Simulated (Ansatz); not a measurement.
Molecule: C₆H₁₃S, charge 0, multiplicity 2. It need not be the lowest isomer of its formula. 
Geometry from a B3LYP-D3(BJ)/def2-TZVP (Ansatz, a program for electronic structure) optimisation:
SMILES: CCCC[CH]SC
```xyz
20

C     -3.9847     0.7195    -0.3229
C     -2.5519     1.0096     0.1144
C     -1.5938    -0.1404    -0.1833
C     -0.1571     0.1437     0.2574
C      0.7647    -0.9921    -0.0349
S      2.4707    -0.9662     0.1713
C      2.9118     0.7670    -0.1270
H     -4.6483     1.5570    -0.1001
H     -4.0364     0.5301    -1.3978
H     -4.3794    -0.1629     0.1864
H     -2.1928     1.9156    -0.3849
H     -2.5328     1.2261     1.1875
H     -1.6032    -0.3572    -1.2560
H     -1.9501    -1.0478     0.3159
H      0.1908     1.0584    -0.2344
H     -0.1552     0.3743     1.3353
H      0.3683    -2.0000    -0.0566
H      3.9966     0.8203    -0.0531
H      2.4728     1.4252     0.6203
H      2.6037     1.0762    -1.1251
```
Charge 0, spin multiplicity 2.

Total electronic energies in hartree. Correlated levels leave the core frozen unless marked. UHF or UKS for open shells. No spin-orbit coupling. Non-relativistic. Basis-set limits of correlation are two-point, X^-3; Hartree-Fock from the larger set. [CCSD(T)-MP2]/basis is that difference in the basis named.

| level | program | energy (Eh) |
|---|---|---|
| SVWN5/def2-TZVPD | Ansatz | -631.09735 |
| B3LYP-D3(BJ)/def2-TZVPD | Ansatz + dftd3 | -634.76558 |
| PBE0-D4/def2-TZVP | Ansatz + dftd4 | -634.28725 |
| B2GP-PLYP-D4/def2-TZVPD | Ansatz + dftd4 | -634.25053 |
| MP2/STO-3G | Ansatz | -625.48407 |
| RI-MP2/cc-pV(Q+d)Z | Ansatz | -633.66946 |
| SCS-MP2/STO-3G | Ansatz | -625.51723 |
| CCSD/cc-pV(D+d)Z | Ansatz | -633.36194 |
| RI-MP2/CBS(cc-pV(T+d)Z,cc-pV(Q+d)Z)+[CCSD(T)-MP2]/cc-pV(T+d)Z | Ansatz | -633.8647 |

Totals of different functionals don't rank their quality; only differences between species are comparable.
